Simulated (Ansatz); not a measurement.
Basis-set extrapolation for C₂H₆AlBO (PBE0-D4/def2-TZVP geometry, frozen core, the Gaussian-basis code of Ansatz). Multiplicity 1, RHF reference.

|  | def2-TZVPP | def2-QZVPP |
| --- | --- | --- |
| HF | -420.667466 | -420.682652 |
| MP2 correlation | -0.767049 | -0.819366 |
| CCSD(T) correlation | -0.837608 | not run |

Energies in hartree. Use E(X) = E(∞) + A·exp(−7.88·√X) for Hartree–Fock and E(X) = E(∞) + B·X^(−2.97) for correlation, with X = 3 and 4, and add CCSD(T) minus MP2 of the smaller set to the MP2 limit.

What is the CCSD(T) energy at the basis-set limit?

HF limit: -420.682652 + (-0.015186) × 0.13774 = -420.68474. MP2 limit: -0.819366 + (-0.052317) × 0.74074 = -0.85812. Higher-order term: -0.837608 − (-0.767049) = -0.07056. Total: -421.61342 hartree, 68.0 kcal/mol below CCSD(T)/def2-TZVPP.
